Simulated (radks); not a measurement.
All-electron atom: the manganese ion Mn4+ in [Ne] 3s2 3p4 3d3 4p2 (not the ground configuration).

All-electron calculation, non-relativistic Kohn-Sham, LDA (Slater exchange, Perdew-Wang correlation), spin-polarised, spherical densities, point nucleus; open shells are filled with parallel spins first. Program: a radial shooting solver on a logarithmic mesh with Libxc functionals.

Energy parts (eV):
| part | energy |
|---|---|
| total | -30988.889 |
| kinetic | 30955.279 |
| electron-nucleus | -72062.634 |
| Hartree | 11395.462 |
| exchange-correlation | -1276.997 |

Orbitals (lengths in bohr, moments of r in powers of bohr; <r^-3> diverges for s and p1/2):
orbital,occ.,eigenvalue (eV),<r^-3>,<r^2>,<r^4>,<1/r>
1s up,1,-6450.072,-,0.005100,0.00006638,24.47
1s down,1,-6448.730,-,0.005099,0.00006635,24.48
2s up,1,-820.0729,-,0.09453,0.01557,5.211
2s down,1,-816.6041,-,0.09403,0.01537,5.223
2p up,3,-717.0138,404.6,0.07582,0.01168,5.169
2p down,3,-713.7653,405.9,0.07537,0.01151,5.178
3s up,1,-163.9350,-,0.7657,0.9114,1.732
3s down,1,-155.5035,-,0.7786,0.9469,1.715
3p up,3,-133.4315,58.69,0.8159,1.090,1.638
3p down,1,-125.1284,57.13,0.8349,1.149,1.618
3d up,3,-83.5023,6.453,0.9112,1.609,1.425
3d down,0,-75.5100,6.311,0.9551,1.797,1.405
4p up,2,-42.3528,10.79,5.245,39.88,0.6241
4p down,0,-38.2246,10.02,5.670,47.30,0.6015

The highest occupied level is 4p up at -42.353 eV. The configuration is held as typed, so some empty levels lie below it. The electron density at the nucleus is 1.053e+04 e/bohr^3.
